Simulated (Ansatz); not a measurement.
Compare A (`BNC(O)F`) with its isomer B (`NB(O)CF`).

Calculated with Ansatz (gas phase, PBE0-D4/def2-TZVP geometries, no zero-point term in ΔE). CBS: MP2 limit from def2 TZ/QZ plus the TZ coupled-cluster correction, frozen cores. Functionals use def2-TZVPP. B3LYP here is the variant with VWN-RPA as its local correlation; programs differ in this. Each species was taken in one conformer, which may not be the lowest.

**Question.** Which is lower in electronic energy at CCSD(T)/CBS, and by how much? (Estimate.)

**Answer.** Ansatz gave: B, by 187.6 kJ/mol.

**Question.** Give E(B) − E(A) in kJ/mol with r2SCAN-D4, B3LYP-D4, CCSD/def2-TZVPP, PBE-D4, PBE0-D4, CCSD(T)/def2-TZVPP, B3LYP. (An estimate is asked.)

**Answer.** The calculation gave: r2SCAN-D4 -184.3, B3LYP-D4 -185.5, CCSD/def2-TZVPP -184.2, PBE-D4 -178.7, PBE0-D4 -182.0, CCSD(T)/def2-TZVPP -181.7, B3LYP -185.6. None reverses the order clearly.

Largest T1 diagnostic: 0.013.

From PBE to PBE0 (25 % exact exchange), in def2-TZVPP and without D4, E(B) − E(A) moves by −3.3 kJ/mol.
